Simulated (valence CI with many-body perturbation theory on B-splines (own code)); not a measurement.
Results of a calculation; reference values are marked as such.
Ir63+: what the settings do

Method: valence CI with perturbative core correlation (CI+MBPT): four valence electrons over a frozen Dirac-Fock core [Ne], a basis of 6 s, 6 p, 5 d, 3 f, 1 g functions for each j, with the one-electron correlation potential Σ1, the two-electron term Σ2, the three-electron term Σ3, Breit, model QED; selected CI, second order for the rest, scaled by the run's own slope (own B-spline code, finite nucleus).

The last digits are not significant, and no measured levels were compared; by estimate large intervals hold to a few tenths of a per cent, small ones and those within an open d or f shell to about a per cent.

The reference run has the lowest level (3s^2 3p1/2^2) J=0 and an ionisation energy of 7275.38 eV. Its largest variational space holds 9997 state functions.

Levels are named by their leading jj configuration (3d3/2^4 stands for four electrons in 3d with j = 3/2), which in mixed levels can hold well under half, so a name can repeat and another be missing.

Changed runs:
A. three-electron term on → off; Davidson tolerance 2e-05 → 0.0003
B. shift of the energy in Σ1 (hartree) 0 → -74.817; Davidson tolerance 2e-05 → 0.0003
C. box radius (bohr) 1.317 → 1.26; hole-hole ladder in Σ2 on → off
D. scale of Σ1 1 → 2 (bad on purpose)

Excitation energies of the reference run in cm⁻¹, and shifts in cm⁻¹:

```csv
Level,Reference,A,B,C,D
(3s^2 3p1/2 3p3/2) J=1,3409430,-136,-212,-116,+1680
(3s^2 3p1/2 3p3/2) J=2,3487990,+2.4,-213,-75,+1680
(3s 3p1/2^2 3p3/2) J=2,4862530,-562,-14,-46,-599
(3s 3p1/2^2 3p3/2) J=1,5093130,-291,-28,-14,-582
(3s^2 3p1/2 3d3/2) J=2,5277070,+395,-96,-386,-453
(3s^2 3p1/2 3d3/2) J=1,5655540,+1275,-83,-329,-478
(3s^2 3p1/2 3d5/2) J=2,6232810,+904,-187,-386,+955
(3s^2 3p1/2 3d5/2) J=3,6244120,+952,-190,-385,+987
(3s 3p1/2^2 3d3/2) J=1,6766470,+225,+104,-349,-2751
(3s 3p1/2^2 3d3/2) J=2,6828500,+405,+100,-341,-2697
(3s^2 3p3/2^2) J=2,6959400,-22,-420,-146,+3298
(3s^2 3p3/2^2) J=0,7131060,+201,-425,-53,+3347
Ionisation energy (eV),7275.38,+0.25,-0.16,-0.048,+1.19
```
